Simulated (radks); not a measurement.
Question: All-electron atom: W VII in [Xe] 4f14. Calculated with a radial shooting solver on a logarithmic mesh with Libxc functionals: Dirac Kohn-Sham, LDA (Slater exchange, Perdew-Wang correlation), spin-unpolarised, spherical densities, point nucleus. Some entries of the table are withheld. Estimate them.

orbital  occ.  eigenvalue (Ry)  <r^2> (bohr^2)
1s1/2       2              (1)       0.0004634
2s1/2       2        -884.8099        0.007068
2p1/2       2        -846.5864        0.005045
2p3/2       4        -747.2596        0.006245
3s1/2       2        -208.0436         0.04620
3p1/2       2        -190.9969         0.04237
3p3/2       4        -169.5215         0.04897
3d3/2       4        -140.7444         0.03794
3d5/2       6        -136.0699         0.03975
4s1/2       2        -47.31706          0.2286
4p1/2       2        -40.25049          0.2356
4p3/2       4        -35.25677          0.2713
4d3/2       4        -23.63321          0.2956
4d5/2       6        -22.71285          0.3090
5s1/2       2        -11.29562           1.225
5p1/2       2         -9.12598             (2)
5p3/2       4         -8.32404             (3)
4f5/2       6         -8.13459          0.4401
4f7/2       8         -7.96810          0.4534

Answer: 
(1) 1s1/2 eigenvalue (Ry): -5102.173
(2) 5p1/2 <r^2> (bohr^2): 1.443
(3) 5p3/2 <r^2> (bohr^2): 1.661
